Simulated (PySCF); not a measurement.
Mayer bond orders and bond lengths

Compound: C₅H₁₁FOS.
Atom-mapped SMILES: `[CH3:1][C@H:2]([SH:3])[CH2:4][CH2:5][O:6][CH2:7][F:8]` (hydrogens: H9, H10, H11 on C1; H12 on C2; H13 on S3; H14, H15 on C4; H16, H17 on C5; H18, H19 on C7)

Cartesian coordinates in Å at the GFN2-xTB level; atoms count from 1:
```xyz
19
C5H11FOS angstrom
C     -2.777   -0.299   -0.571
C     -1.561   -0.185    0.334
S     -1.753    1.244    1.475
C     -0.268   -0.082   -0.464
C      0.972   -0.079    0.421
O      2.118   -0.066   -0.424
C      3.306   -0.152    0.235
F      3.570    0.991    0.959
H     -3.690   -0.327    0.019
H     -2.716   -1.210   -1.163
H     -2.828    0.551   -1.249
H     -1.517   -1.041    1.013
H     -1.804    2.171    0.521
H     -0.203   -0.933   -1.146
H     -0.270    0.827   -1.068
H      0.994   -0.980    1.052
H      0.978    0.802    1.074
H      3.337   -0.977    0.969
H      4.101   -0.247   -0.511
```

Bond orders from the PBE0/pcSseg-1 density (PySCF). One conformer (not necessarily the lowest) at the GFN2-xTB geometry, without solvent, vibrations or thermal averaging.

(1) How far do the computed orders between heavy atoms stray from the drawn ones?

(2) Give the Mayer order of every bond, beside its length.

## Answers

(1) The largest departure is 0.128, at C5–O6 (drawn single, 0.872). Drawn single, order below 0.88: C5–O6 (0.872).

(2) 
```csv
bond,drawn as,length (Å),Mayer order
C1–C2,single,1.520,1.024
C2–S3,single,1.838,1.019
C2–C4,single,1.524,0.973
C4–C5,single,1.523,1.043
C5–O6,single,1.425,0.872
O6–C7,single,1.361,1.050
C7–F8,single,1.379,0.890
C1–H9,single,1.087,0.961
C1–H10,single,1.088,0.955
C1–H11,single,1.088,0.962
C2–H12,single,1.093,0.927
S3–H13,single,1.331,0.928
C4–H14,single,1.092,0.939
C4–H15,single,1.092,0.943
C5–H16,single,1.100,0.942
C5–H17,single,1.097,0.934
C7–H18,single,1.104,0.948
C7–H19,single,1.095,0.957
```

Bonds between the same two heavy elements. C–C: lowest C2–C4 (0.973, 1.524 Å), highest C4–C5 (1.043, 1.523 Å). C–O: lowest C5–O6 (0.872, 1.425 Å), highest O6–C7 (1.050, 1.361 Å).

Question: Sum the orders of all bonds at each heavy atom with more than one neighbour and set the sums beside the valence in the SMILES.

Answer: C1 3.902 (drawn 4), C2 3.943 (drawn 4), S3 1.947 (drawn 2), C4 3.898 (drawn 4), C5 3.791 (drawn 4), O6 1.922 (drawn 2), C7 3.845 (drawn 4). Orders between atoms that aren't bonded are not in these sums.

Mayer orders depend on the basis set.

The run behind these numbers computed NMR shieldings as well. On Arm Neoverse V2, one thread, shared host, this took 25 s of wall time and 0.96 GiB of memory at its peak.
